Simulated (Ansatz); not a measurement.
Job for Ansatz (a quantum-chemistry and plane-wave program): R-B2PLYP/def2-TZVPP on CH4STe (SMILES C[Te]S). Elements past Kr take the def2 small-core potentials; no spin–orbit coupling. The run froze 15 orbitals, filled d shells among them.

Ansatz 0.2 input:
```yaml
crystal:
  periodic: [false, false, false]
  atoms:
    - {symbol: C, position_ang: [-1.09685084, 0.26701826, -0.05462875]}
    - {symbol: Te, position_ang: [0.21488792, -1.15587418, 0.91104113]}
    - {symbol: S, position_ang: [2.14099454, -0.78589796, -0.48254831]}
    - {symbol: H, position_ang: [-2.07583349, 0.15920480, 0.41138039]}
    - {symbol: H, position_ang: [-1.15554581, 0.02686025, -1.11162652]}
    - {symbol: H, position_ang: [-0.71600598, 1.27197227, 0.09844372]}
    - {symbol: H, position_ang: [2.68835366, 0.21671656, 0.22793833]}
basis:
  gaussian:
    orbitals: def2-TZVPP
hamiltonian:
  xc: {name: B2PLYP}
magnetization: {spin_polarized: false}
correlation: {electrons: outside_noble_gas}
scf: {lower_state_search: off}
```

Output:

```
WARN ansatz: RAYON_NUM_THREADS=1 ignored (pool sized by the plan → 1); use --threads N
Functional definition: B2PLYP
these checks for a lower state are left out or cut short: stability, starts, cluster_reference, orbital_swaps, neighbouring_geometries, increment
integrals: 0.25 GiB planned
1203 factors; integrals over basis functions are off by at most 1.1e-3 eV
mean field: 0.76 GiB planned
mean field evaluation 1: about -19212.2703 eV, gradient 3.7e1 eV
mean field evaluation 2: about -19212.3805 eV, gradient 3.7e1 eV
mean field evaluation 4: about -19215.6144 eV, gradient 4.7e0 eV
mean field evaluation 8: about -19215.6537 eV, gradient 1.2e-1 eV
mean field evaluation 16: about -19215.6538 eV, gradient 5.7e-5 eV
mean field -19215.65376679 eV, -706.1622510915 hartree, gradient 2.7e-6 eV, S^2 0.000000; 0 other end points of the search recorded, 0 dependent functions left out
15 core orbitals not correlated
reference -19215.65391817 eV, -706.1622566547 hartree; 10, 10 occupied and 154, 154 virtual orbitals, 1203 factors
second order -16.50504464 eV of doubles, -0.00000000 eV of singles
Total energy: -19220.11028022 eV, -706.3260249395 hartree
Checks for a lower state left out: stability, starts, cluster_reference, orbital_swaps, neighbouring_geometries, increment
```

The calculation finished and met its thresholds.

Cost: very roughly 6 core-seconds.
